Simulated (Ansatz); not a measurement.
C4H5 (SMILES [C-]1=CCC1), charge -1, singlet, geometry from GFN2-xTB (a gas-phase anion, which may not be bound at this level). Base run: Ansatz (an electronic-structure program) with R2SCAN/6-31G*.

The Ansatz input:
Ansatz 0.2 input:
```yaml
crystal:
  periodic: [false, false, false]
  atoms:
    - {symbol: C, position_ang: [-0.02533349, -0.75783853, 0.94342053]}
    - {symbol: C, position_ang: [-0.00802865, 0.60486190, 0.84022569]}
    - {symbol: C, position_ang: [0.00230685, -0.80474510, -0.64553953]}
    - {symbol: C, position_ang: [0.01991368, 0.73726238, -0.65092230]}
    - {symbol: H, position_ang: [-0.01158461, 1.42895093, 1.56860418]}
    - {symbol: H, position_ang: [-0.88380700, -1.24413323, -1.13304446]}
    - {symbol: H, position_ang: [0.89493994, -1.26433309, -1.10150643]}
    - {symbol: H, position_ang: [0.92355016, 1.19102984, -1.11280146]}
    - {symbol: H, position_ang: [-0.85624889, 1.21124164, -1.14435815]}
basis:
  gaussian:
    orbitals: 6-31G*
hamiltonian:
  xc: r2scan
total_charge: -1
```

Each row names what was changed in the base input (with any setting that the change needs).

| change | basis functions | E (Eh) | core-seconds (rough) |
|---|---|---|---|
| base | 70 | -155.18089 | 3 |
| basis = 6-31G | 46 | -155.13617 | 3 |
| basis = def2-SV(P) | 66 | -155.07033 | 3 |
| basis = def2-SVP | 81 | ? | 3 |
| basis = pcseg-1 | 81 | -155.16773 | 3 |
| basis = cc-pVDZ | 81 | ? | 3 |
| basis = 6-31+G* | 86 | -155.21398 | 5 |
| basis = 6-311++G** | 123 | -155.25501 | 6 |
| basis = aug-cc-pVDZ | 137 | -155.23400 | 8 |
| basis = def2-TZVP | ? | ? | 6 |
| basis = cc-pVTZ | 190 | -155.26019 | 7 |
| basis = pc-2 | 190 | ? | 7 |
| basis = aug-cc-pVTZ | 299 | -155.27023 | 30 |

Question: Some entries are withheld; supply them.

Answer: 
- basis = def2-SVP, E (Eh): -155.08395
- basis = cc-pVDZ, E (Eh): -155.20842
- basis = def2-TZVP, basis functions: 154
- basis = def2-TZVP, E (Eh): -155.26467
- basis = pc-2, E (Eh): -155.26895

Totals compare only among sets that treat the same electrons; sets with core potentials leave the core out.

A gas-phase anion may not be bound at this level; its values then depend on the basis.
